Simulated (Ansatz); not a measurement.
`[CH3][Al]([F])[O][GeH3]` + `N[SiH3]` → `[CH3][Al]([F])[NH][SiH3]` + `[OH][GeH3]`  (ligand exchange at the Al–O bond)

Calculated with Ansatz (gas phase, PBE0-D4/def2-TZVP geometries, no zero-point term in ΔE). CCSD(T)/CBS is the MP2 limit (def2-TZVPP, def2-QZVPP) plus CCSD(T) − MP2 in def2-TZVPP, frozen cores. This one scheme is used for every species. DFT in def2-TZVPP. B3LYP here is the variant with VWN-RPA as its local correlation; programs differ in this. For Ge outer-core shells are correlated without core-valence functions, which leaves a few kJ/mol of doubt a bond. Scalar relativity is left out up to krypton. One conformer a species, not always the lowest.

```csv
level,ΔE (kcal/mol),difference from CCSD(T)/CBS
PBE-D4,10.7,-1.3
r2SCAN-D4,11.9,-0.1
PBE0-D4,11.2,-0.8
B3LYP-D4,12.5,0.5
ωB97X-V,12.2,0.2
ωB97M-V,12.0,0.0
PBE,11.1,-0.9
r2SCAN,12.1,0.1
B3LYP,13.1,1.1
MP2/def2-TZVPP,12.4,0.4
CCSD/def2-TZVPP,12.7,0.7
CCSD(T)/def2-TZVPP,12.2,0.2
MP2/def2-QZVPP,12.3,0.3
SCS-MP2/def2-QZVPP,12.8,0.8
HF/CBS(def2),15.1,3.1
MP2/CBS(def2),12.1,0.1
CCSD(T)/CBS,12.0,0
```

Largest T1 diagnostic among the species: 0.012.

In def2-TZVPP, CCSD(T) changes the Hartree–Fock value by −2.8 kcal/mol (the triples alone add −0.5 kcal/mol) and MP2 by −2.6 kcal/mol.
